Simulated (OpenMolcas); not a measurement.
A calculation on P.

| Item | Value |
| --- | --- |
| Program | OpenMolcas |
| Method | SS-RASPT2, IPEA 0.25 Eh, imaginary shift 0.1 Eh (closed shells correlated: 2s 2p) |
| Basis | ANO-RCC-VTZP [5s4p2d1f] |
| Scalar Hamiltonian | DKH2, point nucleus |
| Active space | 5 electrons in 9 orbitals (RAS2 3s 3p; RAS3 3d, at most 2 electrons) |
| State averaging | 2S+1 = 4 odd, 1 root; 2S+1 = 2 odd, 8 roots; 2S+1 = 2 even, 5 roots |
| Spin-orbit coupling | RASSI with atomic mean-field integrals over the reference wave functions, term energies averaged over their components |

Which level of the active space comes out lowest?

3s2 3p3 4S* 3/2, with 100 % of that term; it is also the measured ground level.

How high does 3s2 3p3 2P* 3/2 lie?

2.449 eV above the lowest level; measured 2.3245 eV above the ground level, so the calculation is off by +5 %.

How high does 3s2 3p3 2D* 5/2 lie?

1.489 eV above the lowest level; measured 1.4105 eV above the ground level, so the calculation is off by +6 %.

How high does 3s2 3p3 2D* 3/2 lie?

1.489 eV above the lowest level; measured 1.4086 eV above the ground level, so the calculation is off by +6 %.

Measured values: NIST Handbook of Basic Atomic Spectroscopic Data.

Active for correlation alone: 3d; no level in the range computed is led by a configuration that fills it, so any true level of that kind is missing. Measured partners are found by configuration, term and J. A level has none where our copy of the source lacks it or the pairing is in doubt (some pairs that miss far off the trend of their configuration count as doubtful), and it then counts in no deviation. Levels of configurations outside the active space are missing.

* marks odd parity.
